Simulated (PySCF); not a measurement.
Geometries of 3 isomers of C4H6Si, from PBE0-D3(BJ)/def2-SVP geometry optimisation, gas phase in PySCF 2.14.0. One conformer each, no zero-point energy, no frequencies.

**Question.** Which isomer lies lowest at this level?
A.
```xyz
11
angstrom
C      2.071   -1.384    0.343
C      1.562   -0.306    0.110
C      0.957    0.953   -0.162
C     -0.377    1.139   -0.243
Si    -1.638   -0.234   -0.008
H      2.517   -2.339    0.550
H      1.645    1.795   -0.309
H     -0.725    2.156   -0.457
H     -1.443   -1.314   -1.022
H     -1.524   -0.833    1.356
H     -3.007    0.343   -0.172
```
B.
```xyz
11
angstrom
C     -1.020    0.796   -0.370
C      0.224    1.313   -0.275
Si     1.347   -0.093    0.251
C     -0.067   -1.322    0.296
C     -1.179   -0.643   -0.058
H     -1.896    1.385   -0.662
H      0.441    2.362   -0.486
H      2.009    0.121    1.576
H      2.409   -0.428   -0.748
H     -0.084   -2.385    0.545
H     -2.172   -1.102   -0.121
```
C.
```xyz
11
angstrom
C      2.680   -0.860   -0.838
C      1.575   -0.776   -0.334
Si    -0.073   -0.665    0.425
C     -0.787    1.016    0.766
C     -1.398    0.298   -0.450
H      3.655   -0.931   -1.286
H     -0.430   -1.819    1.281
H     -0.169    1.897    0.559
H     -1.434    1.151    1.640
H     -1.169    0.721   -1.434
H     -2.441   -0.025   -0.362
```

**Answer.** B. That is silole, `C1=C[SiH2]C=C1`, 39.6 kcal/mol below the next.

| SMILES | atoms numbered as above | E (Eh) | relative (kcal/mol) | relative (kJ/mol) | dipole (D) |
| --- | --- | --- | --- | --- | --- |
| C1=C[SiH2]C=C1 | [CH:1]1=[CH:2][SiH2:3][CH:4]=[CH:5]1 | -444.97575 | 0.0 | 0.0 | 0.58 |
| C#C[SiH]1CC1 | [CH:1]#[C:2][SiH:3]1[CH2:4][CH2:5]1 | -444.91265 | 39.6 | 165.7 | 0.31 |
| C#C/C=C\[SiH3] | [CH:1]#[C:2]/[CH:3]=[CH:4]\[SiH3:5] | -444.90987 | 41.3 | 173.0 | 0.56 |

As drawn, the highest has a C≡C bond, which the lowest lacks.
